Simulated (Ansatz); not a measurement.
[Cu(SiH3)2]- (CuSi₂H₆⁻). Total charge -1; singlet. Geometry PBE0-D4/def2-SVPD; atoms count from 1.

| atom | x (Å) | y (Å) | z (Å) |
| --- | --- | --- | --- |
| Cu1 | -0.005 | 0.014 | 0.011 |
| Si2 | -1.369 | 0.876 | -1.668 |
| H3 | -2.503 | -0.009 | -2.172 |
| H4 | -0.705 | 1.248 | -2.987 |
| H5 | -2.134 | 2.161 | -1.373 |
| Si6 | 1.367 | -0.870 | 1.672 |
| H7 | 0.741 | -1.148 | 3.034 |
| H8 | 2.585 | -0.055 | 2.091 |
| H9 | 2.023 | -2.217 | 1.391 |

Q: Estimate the Mulliken populations from the PBE0/def2-TZVPD orbitals of Ansatz.

A: 
```csv
atom,charge (e),d electrons
Cu1,-0.90,9.85
Si2,0.15,–
H3,-0.06,–
H4,-0.06,–
H5,-0.06,–
Si6,0.15,–
H7,-0.06,–
H8,-0.06,–
H9,-0.07,–
```
Mulliken values depend strongly on the basis. With diffuse functions, as here, like atoms can get unlike values, and bond orders can come out too low or too high.

Q: And the Mayer bond orders between heavy atoms (over 0.3)?

A: Cu1–Si2 0.76 (2.33 Å); Cu1–Si6 0.76 (2.33 Å).
